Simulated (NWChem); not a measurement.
Species: C3H7Cl; SMILES CC(Cl)C

Program: NWChem. Medium grid unless said otherwise, to which SCAN and Minnesota functionals are sensitive. All runs use the structure optimised with PBE0/def2-SVP. Total energies of different functionals are on different scales.

```tsv
level	energy (Ha)	highest occupied level (eV)	orbital gap (eV)	dipole (D)
B3LYP/def2-SVP	-578.5259	-7.73	8.82	1.93
PBE/def2-SVP	-578.1457	-6.58	6.82	1.90
Hartree-Fock/def2-SVP	-576.9561	___	___	___
KT2/def2-SVP	-583.9508	-6.69	6.87	1.92
BP86/def2-SVP	-578.5469	-6.68	6.85	1.92
r2SCAN0/def2-SVP	-578.3923	-8.30	9.82	2.15
LDA (Slater exchange, VWN5)/def2-SVP	-575.8899	-6.64	6.73	1.89
```

Task: Complete the blanks.

Result: 
- Hartree-Fock/def2-SVP, highest occupied level (eV): -11.48
- Hartree-Fock/def2-SVP, orbital gap (eV): 16.02
- Hartree-Fock/def2-SVP, dipole (D): 2.28
